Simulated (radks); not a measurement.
Task: The mean radii <r> (bohr) of the occupied orbitals of an atom or ion are listed with their occupations. All-electron calculation, Dirac Kohn-Sham, PBEsol, spin-unpolarised, spherical densities, point nucleus. Program: a radial shooting solver on a logarithmic mesh with Libxc functionals.

orbital  occ.      <r>
1s1/2       2  0.01715
2s1/2       2  0.07170
2p1/2       2  0.05907
2p3/2       4  0.06750
3s1/2       2   0.1866
3p1/2       2   0.1768
3p3/2       4   0.1923
3d3/2       4   0.1676
3d5/2       6   0.1724
4s1/2       2   0.4150
4p1/2       2   0.4180
4p3/2       4   0.4519
4d3/2       4   0.4618
4d5/2       6   0.4731
5s1/2       2   0.9520
4f5/2       6   0.5125
4f7/2       8   0.5198
5p1/2       2    1.032
5p3/2       4    1.130
5d3/2     3.2    1.525
5d5/2     4.8    1.579

Name the element and its charge. Open shells, if any, are shared by 2j + 1.

Result: Z = 78, platinum, charge +2: Pt2+ in [Xe] 4f14 5d8. The 1s radius gives Z: for a bare nucleus <r> = (2 gamma + 1)/(2Z) with gamma = sqrt(1 - (Z/c)^2), 0.01695 bohr for Z = 78, and screening makes it slightly larger (0.01715 here). The occupations add up to 76, and the charge is Z minus that.
